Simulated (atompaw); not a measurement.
# Building the PAW (atompaw) potential for Cd (PBE, scalar-relativistic).

The input file (atompaw 4.2.0.5):

```
Cd 48
GGA-PBE scalarrelativistic loggrid 1500 logderivrange -10 5 376
5 5 4 0 0 0
5 0 1.5
5 1 0.5
0 0 0
c
c
c
v
v
c
c
v
v
c
v
2
1.75 1.40 1.45 1.10
n
n
y
0.5
n
modrrkj vanderbiltortho besselshape
bessel
1.10
1.45
1.30
1.45
1.75
1.75
PWSCFOUT
UPFDX 0.0125d0 UPFXMIN -7.d0 UPFZMESH 48.d0
END
```

Command:

```bash
atompaw < Cd.input > Cd.log
```

Resulting log (summary file):

```
Completed calculations for Cd (AE)

 Exchange-correlation type: GGA, Perdew-Burke-Ernzerhof

 Radial integration grid is logarithmic
 r0 =   1.8068677E-04 h =   8.6729650E-03   n =      1500 rmax =   8.0000000E+01

 Scalar relativistic calculation

 AEatom converged in  32 iterations
   nz     =  48.00
   delta  =       3.267009534329E-16

 All Electron Orbital energies:
  n  l      occupancy      energy
  1  0      2.0000000E+00 -1.9496847E+03
  2  0      2.0000000E+00 -2.8951595E+02
  3  0      2.0000000E+00 -5.4021055E+01
  4  0      2.0000000E+00 -7.8616851E+00
  5  0      1.5000000E+00 -4.6614452E-01
  2  1      6.0000000E+00 -2.5978242E+02
  3  1      6.0000000E+00 -4.4267830E+01
  4  1      6.0000000E+00 -4.9991676E+00
  5  1      5.0000000E-01 -1.2284962E-01
  3  2      1.0000000E+01 -2.9006897E+01
  4  2      1.0000000E+01 -9.3747475E-01

 Total energy
   Total                    :   -11189.13980552164685

 ---
 Completed calculations for Cd (SC)

 Exchange-correlation type: GGA, Perdew-Burke-Ernzerhof

 Radial integration grid is logarithmic
 r0 =   1.8068677E-04 h =   8.6729650E-03   n =      1500 rmax =   8.0000000E+01

 Scalar relativistic calculation

 SCatom converged in   5 iterations
   nz     =  48.00
   delta  =       6.030970772905E-17

 Valence Electron Orbital energies:
  n  l      occupancy      energy
   4  0      2.0000000E+00 -7.8616851E+00
   5  0      1.5000000E+00 -4.6614452E-01
   4  1      6.0000000E+00 -4.9991676E+00
   5  1      5.0000000E-01 -1.2284962E-01
   4  2      1.0000000E+01 -9.3747475E-01

 Total energy
   Total                    :   -11189.13980550822635
   Valence                  :     -605.93553041056475

 PAW parameters:
       lmax =            2
         rc =    1.7608941261247060
        irc =         1060
   rc_shape =    1.4053672578050935
    rc_vloc =    1.4549840025107905
    rc_core =    1.1023235862383900
   Vloc: truncated form - Vps(r)=A.sin(qr)/r for r<rc
   Projector type: modified RKKJ projectors + Vanderbilt ortho.
   Bessel compensation charge shape zeroed at   1.4054E+00

 Number of basis functions     6
 No.   n  nodes  l      Energy         Cp coeff         Occ
  1    4    3    0   -0.7861685E+01  0.6317908E-01  0.2000000E+01
  2    5    4    0   -0.4661445E+00 -0.3996836E+02  0.1500000E+01
  3    4    2    1   -0.4999168E+01 -0.3820187E+01  0.6000000E+01
  4    5    3    1   -0.1228496E+00 -0.2250001E+03  0.5000000E+00
  5    4    1    2   -0.9374748E+00  0.1964518E+02  0.1000000E+02
  6  999    2    2    0.5000000E+00  0.2220073E+00  0.0000000E+00

 Eigenvalues of overlap operator (in the basis of projectors):
    1        7.81328617E-02
    2        4.45362368E-01
    3        1.07788112E+00
    4        4.58112257E+01
    5        4.58823303E+01
    6        4.10831195E+02

 Orbital leakage outside PAW augmentation regions
   orb  is_core?  %out_of_sphere
   1 0    T          -0.00
   2 0    T          -0.00
   3 0    T           0.00
   4 0    F           0.97
   5 0    F          87.22
   2 1    T           0.00
   3 1    T           0.00
   4 1    F           2.63
   5 1    F          96.84
   3 2    T           0.00
   4 2    F          17.55

 Summary of PAW energies
   Total valence energy     :   -605.93562955383595
   Smooth energy            :    207.38391162581632
   One center               :   -813.31954117965222
   Smooth kinetic           :     83.62253643647331
   Vloc energy              :     66.30419171261890
   Smooth exch-corr         :    -25.08270230201471
   One-center xc            :   -283.43894535997015
```

The run took about 5.5 s on one core of a shared server CPU.
